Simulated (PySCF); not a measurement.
PySCF input file for CH₃ClZn, SMILES [CH3][Zn][Cl], TDA-PBE0/def2-SVPD. The structure is a stationary point at B3LYP-D3(BJ)/def2-TZVP.

```python
import numpy as np
from pyscf import gto, scf, dft, tdscf

mol = gto.M(
    atom='''
    Zn    0.00000000   -0.00000000    0.31340416
    Cl   -0.00000000    0.00000000   -1.81136297
    C    -0.00000001    0.00000000    2.25219663
    H     0.88672606    0.51195153    2.62595533
    H    -0.00000001   -1.02390307    2.62595533
    H    -0.88672607    0.51195154    2.62595533
    ''',
    basis='def2-SVPD',
    charge=0,
    spin=0,
    symmetry=True,
    max_memory=1600,
    verbose=4,
)
mf = dft.RKS(mol, xc='pbe0').density_fit(auxbasis='def2-universal-jkfit')
mf.grids.level = 3
mf.conv_tol = 1e-9
mf.max_cycle = 100
mf.kernel()
mf.grids = dft.Grids(mol).set(level=1).build(with_non0tab=True)  # coarser grid for the response kernel
td = tdscf.TDA(mf)
td.singlet = True
td.nstates = 10
td.conv_tol = 1e-4
td.kernel(x0=td.get_init_guess(mf, 15))
td.analyze()
tt = tdscf.TDA(mf)
tt.singlet = False
tt.nstates = 4
tt.conv_tol = 1e-4
tt.kernel(x0=tt.get_init_guess(mf, 9))
tt.analyze(verbose=3)
```

It prints:

```
PySCF version 2.14.0

[INPUT] verbose = 4
[INPUT] num. atoms = 6
[INPUT] num. electrons = 56
[INPUT] charge = 0
[INPUT] spin (= nelec alpha-beta = 2S) = 0
[INPUT] symmetry True subgroup None
[INPUT] Mole.unit = angstrom
[INPUT] Symbol           X                Y                Z      unit          X                Y                Z       unit  Magmom
[INPUT]  1 Zn     0.000000000000   0.000000000000   0.313404160000 AA    0.000000000000   0.000000000000   0.592248028699 Bohr   0.0
[INPUT]  2 Cl     0.000000000000   0.000000000000  -1.811362970000 AA    0.000000000000   0.000000000000  -3.422979925479 Bohr   0.0
[INPUT]  3 C     -0.000000010000   0.000000000000   2.252196630000 AA   -0.000000018897   0.000000000000   4.256034809368 Bohr   0.0
[INPUT]  4 H      0.886726060000   0.511951530000   2.625955330000 AA    1.675669400915   0.967448180752   4.962336389042 Bohr   0.0
[INPUT]  5 H     -0.000000010000  -1.023903070000   2.625955330000 AA   -0.000000018897  -1.934896380401   4.962336389042 Bohr   0.0
[INPUT]  6 H     -0.886726070000   0.511951540000   2.625955330000 AA   -1.675669419812   0.967448199649   4.962336389042 Bohr   0.0

nuclear repulsion = 223.820500898696
point group symmetry = C3v, use subgroup Cs
symmetry origin: [-2.69960875e-09  0.00000000e+00  2.69960857e-09]
symmetry axis x: [ 8.66025403e-01 -5.00000002e-01  1.50093287e-09]
symmetry axis y: [-1.73312790e-09  1.68041055e-16  1.00000000e+00]
symmetry axis z: [-5.00000002e-01 -8.66025403e-01 -8.66563808e-10]
num. orbitals of irrep A' = 70
num. orbitals of irrep A" = 35
number of shells = 43
number of NR pGTOs = 181
number of NR cGTOs = 105
basis = def2-SVPD
ecp = {}


[settings echo left out]
init E= -2278.30371923958
HOMO (A') = -0.331761087838776  LUMO (A') = -0.0612803543315419  gap/eV = 7.36016
cycle= 1 E= -2278.62485571416  delta_E= -0.321  |g|= 0.638  |ddm|= 2.82
HOMO (A') = -0.274236874281598  LUMO (A') = -0.0248463734878206  gap/eV = 6.78626
cycle= 2 E= -2278.55119704601  delta_E= 0.0737  |g|= 0.927  |ddm|= 1.82
HOMO (A') = -0.314451945031134  LUMO (A') = -0.0246322826573113  gap/eV = 7.88639
cycle= 3 E= -2278.70263192267  delta_E= -0.151  |g|= 0.0415  |ddm|= 1.05
HOMO (A') = -0.318449974797549  LUMO (A') = -0.0261074082787101  gap/eV = 7.95505
cycle= 4 E= -2278.70287557678  delta_E= -0.000244  |g|= 0.0195  |ddm|= 0.0652
HOMO (A') = -0.315893447388512  LUMO (A') = -0.0247841907066997  gap/eV = 7.92149
cycle= 5 E= -2278.70296341466  delta_E= -8.78e-05  |g|= 0.00263  |ddm|= 0.0215
HOMO (A') = -0.316241470006114  LUMO (A') = -0.0248222589712679  gap/eV = 7.92992
cycle= 6 E= -2278.70296488754  delta_E= -1.47e-06  |g|= 0.000999  |ddm|= 0.0046
HOMO (A') = -0.316166603639028  LUMO (A') = -0.0248080079301474  gap/eV = 7.92827
cycle= 7 E= -2278.70296514106  delta_E= -2.54e-07  |g|= 0.000232  |ddm|= 0.00146
HOMO (A') = -0.31619493098698  LUMO (A') = -0.0248204126673972  gap/eV = 7.92870
cycle= 8 E= -2278.70296515718  delta_E= -1.61e-08  |g|= 2.97e-05  |ddm|= 0.000325
HOMO (A') = -0.316189395836577  LUMO (A') = -0.0248164943641624  gap/eV = 7.92866
cycle= 9 E= -2278.70296515745  delta_E= -2.7e-10  |g|= 6.47e-06  |ddm|= 5.65e-05
HOMO (A') = -0.316189514899728  LUMO (A') = -0.024817162656193  gap/eV = 7.92865
Extra cycle  E= -2278.70296515745  delta_E= 2.73e-12  |g|= 5.42e-06  |ddm|= 1.84e-05
converged SCF energy = -2278.70296515745
tot grids = 26352


******** <class 'pyscf.tdscf.rks.TDA'> for <class 'pyscf.df.df_jk.DFSymAdaptedRKS'> ********
nstates = 10 singlet
deg_eia_thresh = 1.000e-03
wfnsym = None
conv_tol = 0.0001
eigh lindep = 1e-12
eigh level_shift = 0
eigh max_cycle = 100


Excitation energies (eV)
[6.72439951 6.72439959 7.10779504 7.18864319 7.18864628 7.20911824
 7.23468104 7.23468442 7.81329288 8.67376385]

** Singlet excitation energies and oscillator strengths **
Excited State   1:  ???      6.72440 eV    184.38 nm  f=0.0262
      26 -> 29        0.69317
      28 -> 31        0.10291
Excited State   2:  ???      6.72440 eV    184.38 nm  f=0.0262
      27 -> 29        0.69317
      28 -> 30        0.10291
Excited State   3:  ???      7.10780 eV    174.43 nm  f=0.2819
      26 -> 31       -0.18493
      27 -> 30       -0.18494
      28 -> 29        0.63763
Excited State   4:  ???      7.18864 eV    172.47 nm  f=0.0594
      26 -> 29       -0.10188
      28 -> 31        0.69097
Excited State   5:  ???      7.18865 eV    172.47 nm  f=0.0594
      27 -> 29       -0.10188
      28 -> 30        0.69097
Excited State   6:  ???      7.20912 eV    171.98 nm  f=0.0000
      26 -> 30        0.49818
      27 -> 31       -0.49816
Excited State   7:  ???      7.23468 eV    171.37 nm  f=0.0005
      26 -> 30        0.49686
      27 -> 31        0.49688
Excited State   8:  ???      7.23468 eV    171.37 nm  f=0.0005
      26 -> 31        0.49687
      27 -> 30       -0.49687
Excited State   9:  ???      7.81329 eV    158.68 nm  f=0.2222
      25 -> 29        0.32240
      26 -> 31       -0.39327
      27 -> 30       -0.39327
      28 -> 29       -0.21019
      28 -> 32       -0.14250
      28 -> 33        0.10236
Excited State  10:  ???      8.67376 eV    142.94 nm  f=0.0473
      25 -> 29        0.10315
      28 -> 29       -0.10735
      28 -> 32        0.67469

** Transition electric dipole moments (AU) **
state          X           Y           Z        Dip. S.      Osc.
  1         0.1995      0.3455     -0.0000      0.1591      0.0262
  2         0.3455     -0.1995      0.0000      0.1591      0.0262
  3        -0.0000      0.0000      1.2724      1.6191      0.2819
  4        -0.2904     -0.5030     -0.0000      0.3374      0.0594
  5        -0.5030      0.2904     -0.0000      0.3374      0.0594
  6        -0.0000     -0.0000     -0.0000      0.0000      0.0000
  7         0.0256      0.0443     -0.0000      0.0026      0.0005
  8         0.0442     -0.0255     -0.0000      0.0026      0.0005
  9         0.0000     -0.0000     -1.0774      1.1608      0.2222
 10         0.0000      0.0001     -0.4717      0.2225      0.0473

** Transition velocity dipole moments (imaginary part, AU) **
state          X           Y           Z        Dip. S.      Osc.
  1         0.0504      0.0873     -0.0000      0.0102      0.0274
  2         0.0873     -0.0504      0.0000      0.0102      0.0274
  3        -0.0000      0.0000      0.2896      0.0839      0.2141
  4        -0.0276     -0.0478      0.0000      0.0030      0.0077
  5        -0.0478      0.0276     -0.0000      0.0030      0.0077
  6        -0.0000     -0.0000      0.0000      0.0000      0.0000
  7         0.0009      0.0015     -0.0000      0.0000      0.0000
  8         0.0015     -0.0009     -0.0000      0.0000      0.0000
  9         0.0000     -0.0000     -0.2070      0.0428      0.0994
 10         0.0000      0.0000     -0.1046      0.0109      0.0229

** Transition magnetic dipole moments (imaginary part, AU) **
state          X           Y           Z
  1        -0.4885      0.2820     -0.0000
  2         0.2820      0.4885     -0.0000
  3         0.0000      0.0000     -0.0000
  4        -0.6828      0.3942      0.0000
  5         0.3942      0.6828      0.0000
  6        -0.0000      0.0000     -0.0134
  7         0.0483     -0.0279      0.0000
  8        -0.0278     -0.0482     -0.0000
  9        -0.0000      0.0000      0.0000
 10         0.0001     -0.0000      0.0000


******** <class 'pyscf.tdscf.rks.TDA'> for <class 'pyscf.df.df_jk.DFSymAdaptedRKS'> ********
nstates = 4 triplet
deg_eia_thresh = 1.000e-03
wfnsym = None
conv_tol = 0.0001
eigh lindep = 1e-12
eigh level_shift = 0
eigh max_cycle = 100


Excitation energies (eV)
[5.86105656 6.40026734 6.40026774 6.63291102]

** Triplet excitation energies and oscillator strengths **
Excited State   1:  ???      5.86106 eV    211.54 nm  f=0.0000
Excited State   2:  ???      6.40027 eV    193.72 nm  f=0.0000
Excited State   3:  ???      6.40027 eV    193.72 nm  f=0.0000
Excited State   4:  ???      6.63291 eV    186.92 nm  f=0.0000
```

The run converged.

Cost: around 30 core-seconds (rough).
